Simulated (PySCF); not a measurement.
Working out the ionisation energy of B⁺

B⁺ [He] 2s2 (1S) → B²⁺ [He] 2s1 (2S). All numbers are calculated (PySCF 2.14, scalar relativity by spin-free X2C-1e, in x2c-QZVPPall). Frozen: nothing. Energies in hartree (1 hartree = 27.21139 eV):

| part | B⁺ (lower) | B²⁺ (upper) |
| --- | --- | --- |
| UHF | -24.244372 | -23.382627 |
| CCSD correlation | -0.078982 | -0.018616 |
| (T) | -0.000414 | -0.000014 |

**Question.** What does Hartree-Fock give?

**Answer.** (-23.382627) − (-24.244372) = 0.861745 hartree = 23.449 eV.

**Question.** What do CCSD and CCSD(T) give?

**Answer.** The CCSD correlation energies differ by 0.060366 hartree = 1.643 eV and the triples by 0.000400 hartree = 0.011 eV, so CCSD gives 25.092 eV and CCSD(T) 25.103 eV.

Measured between the centres of the two terms (NIST): 25.155 eV, so CCSD(T) (valence and next inner shell) is off by -0.052 eV.

What remains against the reference includes basis incompleteness and higher excitations.
